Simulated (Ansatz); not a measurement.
Relaxation of CH₅B₂O (9 atoms, charge 1, multiplicity 1), to a largest force component of 0.015 eV/Å in at most 40 steps.

These are results of RKS B3LYP/STO-3G (Ansatz 0.2.0), not measurements.

```xyz
9
Properties=species:S:1:pos:R:3
B -0.787 1.163 -1.100
B -0.044 0.178 -0.094
C 0.474 -0.302 1.255
O 0.617 -1.072 0.030
H -0.230 2.022 -1.662
H -1.917 1.072 -1.378
H 1.396 0.069 1.687
H -0.163 -0.815 1.968
H 1.503 -1.270 -0.310
```

Task: Where does it end, and by what steps?

Result: The run converged. Limits of this set-up: minimal basis. After 10 steps the energy has fallen by 0.362 eV; H8 moved furthest, 0.10 Å.

```csv
step,energy less start (eV),largest force component (eV/Å),accepted
0,0.0000,2.664,yes
1,-0.2803,1.124,yes
2,-0.3406,0.506,yes
3,-0.3278,0.595,no
4,-0.3574,0.143,yes
5,-0.3592,0.159,yes
6,-0.3607,0.075,yes
7,-0.3616,0.051,yes
8,-0.3616,0.051,yes
9,-0.3616,0.025,yes
10,-0.3616,0.006,yes
```

```xyz
9
Properties=species:S:1:pos:R:3
B -0.797 1.184 -1.157
B -0.100 0.195 -0.044
C 0.465 -0.291 1.318
O 0.584 -1.125 0.015
H -0.171 2.039 -1.675
H -1.939 1.049 -1.421
H 1.433 0.090 1.706
H -0.145 -0.862 2.050
H 1.519 -1.235 -0.397
```

Whether the end is a true minimum wasn't checked by a vibrational analysis.

Run time: 22 s on 1 thread of AMD EPYC (Zen 3), with other jobs on the host, peak memory 0.13 GiB.
